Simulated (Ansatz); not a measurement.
Start from `C#[C][Ti]([Cl])([Cl])[Cl]` and change one atom or group to get `C[O][Ti]([Cl])([Cl])[Cl]`.

Ansatz, PBE0-D4/def2-TZVP geometries, multiplicity 1. Each molecule was computed in one conformer, which needn't be the lowest.

Scalar relativity is left out up to krypton.

| property | `C#[C][Ti]([Cl])([Cl])[Cl]` |
| --- | --- |
| LUMO energy (B3LYP/def2-TZVPP) / eV | -3.84 |
| HOMO energy (B3LYP/def2-TZVPP) / eV | -8.54 |
| size of the dipole moment (B3LYP/def2-TZVPP) / D | 1.59 |
| HOMO energy (ωB97M-V/def2-TZVPP) / eV | -10.98 |
| ideal-gas entropy at 298 K and 1 bar (rigid rotor, harmonic PBE0-D4/def2-TZVP) / J/(mol·K) | 390 |
| size of the dipole moment (ωB97M-V/def2-TZVPP) / D | 1.47 |

Q: Give the same properties after the change, and the shifts. (An estimate is asked.)

A: Computed: 
| property | `C[O][Ti]([Cl])([Cl])[Cl]` | shift |
| --- | --- | --- |
| LUMO energy (B3LYP/def2-TZVPP) / eV | -3.13 | 0.71 |
| HOMO energy (B3LYP/def2-TZVPP) / eV | -8.78 | -0.24 |
| size of the dipole moment (B3LYP/def2-TZVPP) / D | 3.68 | 2.09 |
| HOMO energy (ωB97M-V/def2-TZVPP) / eV | -11.24 | -0.26 |
| ideal-gas entropy at 298 K and 1 bar (rigid rotor, harmonic PBE0-D4/def2-TZVP) / J/(mol·K) | 421 | 31 |
| size of the dipole moment (ωB97M-V/def2-TZVPP) / D | 3.68 | 2.21 |

With PBE0 the HOMO falls by 0.26 eV and the LUMO rises by 0.73 eV, so the gap widens by about 0.99 eV. PBE moves the HOMO by -0.07 eV and ωB97M-V by -0.26 eV. The zero-point energy changes by 61.6 kJ/mol with +6 modes. Dipoles are sizes alone; their direction can turn. Modes under 60 cm⁻¹, often nearly free rotors, make the harmonic entropy too high.

B3LYP here is the variant with VWN-RPA as its local correlation; programs differ in this.
